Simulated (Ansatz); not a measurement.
Saddle point of BH4ClO3, singlet (BH₃O₃ ([OH][B]([OH])[OH]) + HCl → BH₂ClO₂ ([OH][B]([OH])[Cl]) + H₂O; bonds formed: B1–Cl6, O2–H5; bonds broken: B1–O2, H5–Cl6), PBE0-D4/def2-TZVP structure:

```xyz
9
angstrom
B -0.2548 -0.0599 -0.2507
O 1.1366 0.5778 -0.2013
O -0.3927 -1.2735 -0.8372
O -1.1956 0.9146 -0.3233
H 1.2471 0.2694 0.8253
Cl 0.2887 -0.5972 1.9826
H 1.0426 1.5409 -0.2332
H 0.2087 -1.9415 -0.5013
H -2.0807 0.5694 -0.4608
```

Energies are electronic, without zero-point energy. Barriers and step energies count from the start structure reached by relaxing down the imaginary mode; all methods use the PBE0-D4 structures, on which another method's saddle can fall below an end. Ansatz 0.2.0; basis: def2-TZVPP, with def2-QZVPP for the basis limit; cores frozen in the correlated methods. B3LYP uses VWN-RPA correlation. Extrapolation: Hartree–Fock as exp(−7.88 √X), correlation as X^−2.97.

```tsv
method	barrier (eV)	step energy (eV)
SPW92	?	0.679
PBE-D4	1.025	0.491
BLYP-D4	1.174	0.526
r2SCAN-D4	1.063	0.531
B97M-V	1.225	0.528
PBE0-D4	1.098	0.504
B3LYP-D4	1.225	0.543
r2SCAN0-D4	1.116	0.538
BHLYP-D4	1.316	0.567
CAM-B3LYP-D4	?	0.590
wB97X-V	?	0.510
wB97M-V	1.149	0.514
B2PLYP	1.257	0.525
PBE-QIDH	1.163	0.508
RPA on PBE	1.280	0.484
HF	1.572	0.527
MP2	1.203	0.486
CCSD	1.334	0.521
CCSD(T)	1.263	0.513
```

**Question.** Fill in the withheld barriers. (Judge from chemistry; the value comes from the calculation.)

**Answer.** The calculation gives: SPW92 0.832; wB97X-V 1.196; CAM-B3LYP-D4 1.252 eV. Each is the energy of the saddle less that of the start structure, by the same method.

For comparison, the barrier by CCSD(T) at an estimated basis limit (MP2 extrapolated from triple and quadruple zeta, plus CCSD(T) − MP2 in triple zeta) is 1.230 eV.

T1 diagnostic: at most 0.012.

Hydrogen chloride, the by-product of chloride precursors, can attack films and sites by steps of this kind.

Labels in which every atom is bracketed show which atoms are joined, not bond orders.

For scale, one of the runs: CCSD(T)/def2-TZVPP, 222 basis functions, launched by `ansatz run in.yaml --threads 4 --pin off --events-out ev --progress --plain --max-ram 9574MiB`. Time: 93 s of wall clock on 4 CPU threads of an Arm Neoverse V2; the host was shared. Peak host memory: 3.7 GiB.
